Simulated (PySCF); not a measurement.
Vibration and rotation of WC

PBE0 constants of WC, ³Δ (triplet), unpaired electrons σ ↑, δ ↑ (PySCF, scalar-relativistic core potentials, basis sets W cc-pVDZ-PP with ECP60, C cc-pVDZ; masses 183.9509 and 12.0000 u):

| Quantity | Value |
| --- | --- |
| ωe | 1047.3 cm⁻¹ |
| ωexe | 5.88 cm⁻¹ |
| Be | 0.51845 cm⁻¹ |
| αe | 0.00356 cm⁻¹ |
| D (centrifugal) | 5.08e-07 cm⁻¹ |

(1) Give the vibrational terms G(v) and spacings up to v = 6.

De is left out where the level can put another filling of the metal’s s and d shells below the measured ground configuration, by anything from nothing to about 1 eV. Spin–orbit coupling is left out, which matters for elements this heavy, above all for dissociation energies. The state is the lowest single determinant that the PBE0 search found; with open d or f shells the true ground state can be another one.

## Answers

(1) G(v) = ωe(v+½) − ωexe(v+½)².

| v | G(v) (cm⁻¹) | G(v) − G(v−1) | Bv (cm⁻¹) |
| --- | --- | --- | --- |
| 0 | 522 |  | 0.5167 |
| 1 | 1558 | 1036 | 0.5131 |
| 2 | 2582 | 1024 | 0.5095 |
| 3 | 3594 | 1012 | 0.5060 |
| 4 | 4594 | 1000 | 0.5024 |
| 5 | 5582 | 988 | 0.4989 |
| 6 | 6559 | 977 | 0.4953 |
